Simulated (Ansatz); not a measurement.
Relaxation of BFH6SiSn (10 atoms, charge 0, multiplicity 1), to a largest force component of 0.02 eV/Å in at most 50 steps.

These are results of RKS r2SCAN/def2-SVP (Ansatz 0.2.0), not measurements.

```xyz
10
Properties=species:S:1:pos:R:3
F -2.291 0.828 -0.519
Si -0.771 1.445 -0.738
B 0.433 -0.046 -0.779
Sn 0.678 -1.381 0.988
H -0.673 2.176 -2.025
H -0.422 2.357 0.376
H 1.168 -0.239 -1.711
H 0.231 -3.007 0.502
H -0.510 -0.827 2.264
H 2.239 -1.357 1.646
```

Q: Where does it end, and by what steps?

A: The forces met the threshold. The force dipped under the threshold on the way, but the program's further checks kept it going. After 25 steps the energy has fallen by 0.399 eV; H7 moved furthest, 1.35 Å.

```tsv
step	energy less start (eV)	largest force component (eV/Å)	accepted
0	0.0000	1.431	yes
1	-0.1586	1.240	yes
2	-0.2726	0.334	yes
3	-0.2971	0.349	yes
4	-0.3201	0.337	yes
5	-0.3415	0.237	yes
6	-0.3664	0.094	yes
7	-0.3768	0.055	yes
8	-0.3780	0.242	yes
9	-0.3836	0.108	yes
10	-0.3865	0.036	yes
11	-0.3877	0.169	yes
12	-0.3889	0.110	yes
13	-0.3916	0.021	yes
14	-0.3919	0.170	yes
15	-0.3942	0.106	yes
16	-0.3957	0.073	yes
17	-0.3971	0.059	yes
18	-0.3958	0.158	no
19	-0.3983	0.062	yes
20	-0.3985	0.055	yes
21	-0.3988	0.037	yes
22	-0.3991	0.020	yes
23	-0.3993	0.020	yes
24	-0.3994	0.020	yes
25	-0.3995	0.018	yes
```

```xyz
10
Properties=species:S:1:pos:R:3
F -2.127 0.765 -0.114
Si -0.810 1.378 -0.869
B 0.808 0.295 -0.431
Sn 0.596 -1.454 0.974
H -1.094 1.376 -2.338
H -0.644 2.791 -0.407
H 1.882 0.577 -0.906
H -0.539 -2.569 0.331
H -0.045 -0.911 2.470
H 2.054 -2.299 1.293
```

Time of the run: 56 s on 2 threads of AMD EPYC 9R14 (Zen 4) (shared host), peak memory 0.21 GiB.
